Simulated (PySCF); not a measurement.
SMILES [CH2][SiH2]C (C₂H₇Si), doublet (CAM-B3LYP/def2-SVP optimised geometry):

```
10

C     -1.549    -1.097    -1.471
Si    -0.881    -0.190     0.000
C      0.997    -0.190     0.000
H     -2.623    -1.220    -1.650
H     -0.908    -1.552    -2.233
H     -1.389     1.217     0.000
H     -1.391    -0.821     1.256
H      1.391    -1.217     0.031
H      1.391     0.350     0.875
H      1.390     0.299    -0.904
```

Computed with unrestricted CAM-B3LYP/def2-TZVP (PySCF).

### Question
What are the frontier orbital energies (α orbitals alone; a β orbital can be the lowest empty one) and the dipole moment?

### Answer
HOMO-2 -10.93 eV, HOMO-1 -10.40 eV, HOMO -8.14 eV, LUMO 1.78 eV, LUMO+1 2.18 eV; dipole moment 0.72 D.

On the same geometry PySCF with unrestricted PBE/def2-TZVP gives HOMO-2 -8.08 eV, HOMO-1 -7.68 eV, HOMO -5.46 eV, LUMO 0.15 eV, LUMO+1 0.50 eV; dipole moment 0.73 D.

Meta-Löwdin charges at CAM-B3LYP/def2-TZVP: C1 -0.48, Si2 0.68, C3 -0.59, H4 0.13, H5 0.13, H6 -0.12, H7 -0.12, H8 0.12, H9 0.13, H10 0.12.
